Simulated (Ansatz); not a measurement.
`CC(=N)[SiH3]` and `COC(C)=N` differ in one atom or group.

Ansatz, PBE0-D4/def2-TZVP geometries, multiplicity 1. Each molecule was computed in one conformer, which needn't be the lowest.

```json
{"property": "size of the dipole moment (PBE/def2-TZVPP) / D", "`CC(=N)[SiH3]`": "1.45"}
{"property": "HOMO energy (PBE0/def2-TZVPP) / eV", "`CC(=N)[SiH3]`": "-7.19"}
{"property": "LUMO energy (B3LYP/def2-TZVPP) / eV", "`CC(=N)[SiH3]`": "-0.92"}
{"property": "LUMO energy (ωB97M-V/def2-TZVPP) / eV", "`CC(=N)[SiH3]`": "1.51"}
{"property": "HOMO–LUMO gap (PBE/def2-TZVPP) / eV", "`CC(=N)[SiH3]`": "4.01"}
{"property": "HOMO energy (PBE/def2-TZVPP) / eV", "`CC(=N)[SiH3]`": "-5.80"}
```

Task: What does the change do to each property? (Estimate.)

Result: Ansatz gave: 
```csv
property,`COC(C)=N`,shift
size of the dipole moment (PBE/def2-TZVPP) / D,1.24,-0.21
HOMO energy (PBE0/def2-TZVPP) / eV,-7.68,-0.49
LUMO energy (B3LYP/def2-TZVPP) / eV,0.58,1.50
LUMO energy (ωB97M-V/def2-TZVPP) / eV,2.60,1.09
HOMO–LUMO gap (PBE/def2-TZVPP) / eV,5.96,1.95
HOMO energy (PBE/def2-TZVPP) / eV,-6.20,-0.40
```

With PBE0 the HOMO falls by 0.49 eV and the LUMO rises by 1.57 eV, so the gap widens by about 2.06 eV. PBE moves the HOMO by -0.40 eV and ωB97M-V by -0.50 eV. Dipoles are sizes alone; their direction can turn.

B3LYP here is the variant with VWN-RPA as its local correlation; programs differ in this.
